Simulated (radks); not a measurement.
Neutral tellurium inside a hard spherical wall (all orbitals vanish at R), configuration held at [Kr] 4d10 5s2 5p4 and not refilled when levels cross. All-electron calculation, scalar-relativistic Kohn-Sham, PBEsol, spin-polarised, spherical densities, point nucleus; open shells are filled with parallel spins first (spin-orbit coupling, left out, can overturn this in heavy ions). Program: a radial shooting solver on a logarithmic mesh with Libxc functionals. Eigenvalues in eV for spin up, with the zero of energy where the potential of the charges vanishes at infinity; a dash marks a level that is unbound or too diffuse for the functional's potential to be trusted. A positive occupied level is held by the wall or, in an anion where self-interaction has pushed it up, behind a barrier. The pressure on the wall is -dE/dV.

| R (bohr) | E (hartree) | kinetic (hartree) | e(4p) | e(4d) | e(5s) | e(5p) | e(6s, empty) | e(5d, empty) | pressure (GPa) |
|---|---|---|---|---|---|---|---|---|---|
| free | -6791.60814 | 7115.528 | -114.19 | -41.586 | -15.638 | -6.470 | - | - | 0 |
| 20 | -6791.60814 | 7115.528 | -114.19 | -41.586 | -15.638 | -6.470 | - | - | < 0.0001 |
| 15 | -6791.60814 | 7115.528 | -114.19 | -41.586 | -15.638 | -6.470 | -0.469 | 0.991 | < 0.0001 |
| 12 | -6791.60813 | 7115.528 | -114.19 | -41.585 | -15.636 | -6.468 | -0.303 | 1.279 | 0.000242 |
| 5 | -6791.48431 | 7116.266 | -111.40 | -38.854 | -13.536 | -4.082 | 12.150 | 8.114 | 16.2 |
| 2.5 | -6785.38376 | 7139.294 | -82.768 | -11.472 | 21.553 | 39.629 | 145.69 | 72.487 | 4460 |
| 2 | -6774.01988 | 7178.350 | -56.724 | 14.970 | 72.832 | 99.305 | 292.46 | 145.23 | 23300 |
